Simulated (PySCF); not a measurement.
Trimethylsilanol, `C[Si](C)(C)O`. Method: PySCF, PBE0-D3(BJ)/def2-SVP geometry optimisation, gas phase.

```
atom  x, y, z in Å
C1    -0.8752    0.7343   -1.3614
Si2   -0.1657    0.0712    0.2464
C3    -0.3578   -1.7837    0.3432
C4     1.6423    0.5645    0.3781
O5    -1.0324    0.6672    1.5563
H6    -0.3455    0.3085   -2.2294
H7    -0.7840    1.8308   -1.4269
H8    -1.9419    0.4783   -1.4588
H9     0.0393   -2.1707    1.2942
H10    0.1842   -2.2781   -0.4786
H11   -1.4186   -2.0697    0.2743
H12    2.2248    0.1486   -0.4602
H13    1.7681    1.6597    0.3536
H14    2.0858    0.1955    1.3159
H15   -1.0485    1.6227    1.6556
```

Task: Which two atoms are farthest apart?

Result: H7···H9, H11···H13 and H8···H14, 4.909 Å down to 4.899 Å.

Task: What is the repulsion energy of the bare nuclei, Σ ZA·ZB/RAB?

Result: 249.91 Eh over 105 pairs, with full nuclear charges and distances in bohr; the largest single term is 35.28 Eh (Si2 with O5).

Task: Where is the centre of mass (commonest isotopes), and what is the radius of gyration?

Result: Mass 90.050 u; centre at (-0.172, 0.073, 0.255) Å; Rg = √(Σ m r²/M) = 1.609 Å. As Ia + Ib + Ic = 2 Σ m r², the three principal moments sum to 466.5 u·Å².

Task: What are the angles Si2–C1–H8, H6–C1–H7, Si2–C3–H11, Si2–C3–H9, H10–C3–H11, Si2–C4–H14, Si2–O5–H15?

Result: From the scalar product of the two bond vectors; for Si2–C1–H8 it is -0.7437 Å² over 1.8783 × 1.1013 Å², cos θ = -0.3595. Si2–C1–H8 111.1°; H6–C1–H7 107.3°; Si2–C3–H11 110.7°; Si2–C3–H9 110.9°; H10–C3–H11 108.1°; Si2–C4–H14 111.1°; Si2–O5–H15 116.2°.

Task: Give the dihedral angles O5–Si2–C3–H9, C4–Si2–C3–H11, H7–C1–Si2–C3, O5–Si2–C4–H12, C1–Si2–C4–H14, O5–Si2–C3–H10.

Result: O5–Si2–C3–H9 -60° (synclinal); C4–Si2–C3–H11 180° (antiperiplanar); H7–C1–Si2–C3 179° (antiperiplanar); O5–Si2–C4–H12 178° (antiperiplanar); C1–Si2–C4–H14 180° (antiperiplanar); O5–Si2–C3–H10 180° (antiperiplanar). Dihedral signs follow IUPAC: positive where, seen along the central bond, the front bond turns clockwise onto the rear one.

The point group is Cs within 0.08 Å; differences among equivalent distances and angles are scatter left by the optimiser. Whether it is a minimum is left open (no frequencies).

Hardware: an Arm Neoverse V1 with one thread, no GPU (shared host). Cost: 53 s wall, 0.51 GiB resident at most. This is the geometry optimisation.
